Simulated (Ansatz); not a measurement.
`N[SiH2]O[SiH2]N`, relaxed with RKS PBE0-D4/def2-TZVP in the Gaussian-basis code of Ansatz from a PBE-D4/def2-SVP geometry. The force threshold is 0.005 eV/Å; the program also tests the step.

The species carries charge 0 and has multiplicity 1.

Start:

```xyz
13

N    -0.385   -1.916   -2.029
Si   -0.705   -0.286   -1.539
O    -0.047    0.117   -0.051
Si    0.173    1.259    1.156
N     1.064    0.674    2.521
H     0.572   -2.172   -2.285
H    -0.825   -2.682   -1.511
H    -2.199   -0.135   -1.455
H    -0.105    0.612   -2.584
H    -1.177    1.682    1.664
H     0.946    2.415    0.585
H     2.059    0.464    2.403
H     0.630   -0.032    3.123
```

```csv
step,energy (eV),largest force (eV/Å),largest move (Å)
1,-20907.2960,0.651,0.000
2,-20907.3752,0.478,0.035
3,-20907.3990,0.068,0.030
4,-20907.4033,0.092,0.033
5,-20907.4044,0.068,0.039
6,-20907.4049,0.004,0.025
7,-20907.4050,0.009,0.012
8,-20907.4050,0.003,0.007
9,-20907.4050,0.004,0.007
```

End:

```xyz
13

N    -0.362   -1.891   -1.969
Si   -0.690   -0.282   -1.513
O    -0.054    0.158   -0.073
Si    0.173    1.235    1.136
N     1.049    0.631    2.467
H     0.549   -2.162   -2.299
H    -0.839   -2.663   -1.533
H    -2.165   -0.142   -1.426
H    -0.109    0.596   -2.559
H    -1.161    1.648    1.640
H     0.941    2.382    0.590
H     2.045    0.494    2.415
H     0.625   -0.003    3.124
```

Hardware: 2 threads of an AMD EPYC 7R13 on a shared host and a share of an NVIDIA H100 80 GB. Wall time 68 s, peak host memory 0.93 GiB.
